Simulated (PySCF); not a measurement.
Removing an electron from `[H]/N=C\c1ccc[n+]([GaH3-])c1`

Species: C6H9GaN2.
Z-matrix (Å and degrees, PBE0-D3(BJ)/def2-SVP geometry), rows numbered from 1:
```
N 
C   1  1.2675
C   2  1.4809  1  128.47
C   3  1.3998  2  123.70  1    -0.69
C   4  1.3884  3  119.59  2  -179.91
C   5  1.3920  4  118.76  3    -0.08
N   6  1.3348  5  121.85  4    -0.08
Ga  7  2.1392  6  120.41  5  -178.03
C   7  1.3333  6  119.57  5     0.26
H   1  1.0265  2  111.74  3    -0.03
H   2  1.1031  1  117.26  3   179.92
H   4  1.0937  3  120.40  2    -0.11
H   5  1.0911  4  121.32  3   179.78
H   6  1.0934  5  122.02  4   179.59
H   8  1.5841  7   97.76  6  -149.85
H   8  1.5839  7   97.93  6   -29.02
H   8  1.5830  7   99.48  6    90.64
H   9  1.0948  3  121.05  2     0.47
```

Level: B3LYP/def2-SVPD (PySCF). Frontier orbitals with their largest atomic shares (Löwdin; up to four atoms above 4 %):

```tsv
orbital	ε (eV)	main atoms
HOMO−3	-8.39	N1 19 %, C3 17 %, C9 15 %, C6 15 %
HOMO−2	-8.19	N1 60 %, C2 14 %, H10 8 %, C3 7 %
HOMO−1	-7.34	Ga8 39 %, H16 27 %, H15 26 %
HOMO	-7.19	?
LUMO	-2.94	C4 18 %, C6 17 %, N1 13 %, C3 13 %
LUMO+1	-2.24	C9 27 %, C5 17 %, N7 15 %, C4 11 %
LUMO+2	-0.35	C2 25 %, N1 19 %, C6 12 %, C5 11 %
```

**Question.** What vertical ionisation energy does ΔSCF give, and how far is −ε(HOMO) from it?

**Answer.** ΔSCF: 9.32 eV (899 kJ/mol; threshold wavelength 133 nm); ⟨S²⟩ of the doublet left behind is 0.760, against 0.75 for a pure doublet. −ε(HOMO) is 7.19 eV, 2.13 eV below it. For the exact functional −ε(HOMO) would equal the first vertical ionisation energy; B3LYP (global hybrid, 20 % exact exchange) falls short of its own ΔSCF value by 23 %.

**Question.** On which atoms does the HOMO lie?

**Answer.** Ga8 (gallium bonded to N and 3 H) 39 %, H17 (hydrogen on gallium) 35 %, H15 (hydrogen on gallium) 11 %, H16 (hydrogen on gallium) 9 %. The HOMO−1 lies 0.15 eV lower.

**Question.** And the vertical electron affinity, the fundamental gap, Mulliken's electronegativity and the hardness (with the factor ½)?

**Answer.** EA = 1.12 eV by ΔSCF (−ε(LUMO) = 2.94 eV). IE − EA = 8.20 eV against an orbital gap of 4.25 eV; (IE + EA)/2 = 5.22 eV; (IE − EA)/2 = 4.10 eV.

**Question.** How many of the 10 lowest singlet excitations (vertical TDDFT, same level) lie below the ionisation energy?

**Answer.** All 10; they run from 3.64 to 5.74 eV.

**Question.** What kinetic energy would electrons from this vertical process carry with He II light (40.814 eV)?

**Answer.** 40.81 − 9.32 = 31.49 eV.

**Question.** Shift the occupied levels rigidly so that −ε(HOMO) equals the ΔSCF value. What binding energies result?

**Answer.** The shift is +2.13 eV: HOMO 9.32, HOMO−1 9.47, HOMO−2 10.32, HOMO−3 10.52 eV. A rigid shift is only a rough guide to the deeper ionisations.

Geometry: PBE0-D3(BJ)/def2-SVP, one conformer, isolated molecule. The calculation is non-relativistic, for gallium too.
